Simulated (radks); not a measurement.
Values are calculated unless marked as measured or tabulated.
Task: Ionisation of the iridium ion Ir41+, [Kr], to Ir42+, [Ar] 3d10 4s2 4p5, under several functionals. Scalar-relativistic Kohn-Sham, spin-polarised, spherical densities, finite nucleus; open shells are filled with parallel spins first (spin-orbit coupling, left out, can overturn this in heavy ions); a radial shooting solver on a logarithmic mesh with Libxc functionals. Known Delta-SCF values: LDA (Slater exchange, VWN5 correlation) 2119.1 eV. What does PW91 give, and what is its highest occupied eigenvalue?

Result: 2119.5 eV by Delta-SCF; the 4p eigenvalue is -2092.5 eV. NIST: 2083 eV (theoretical).
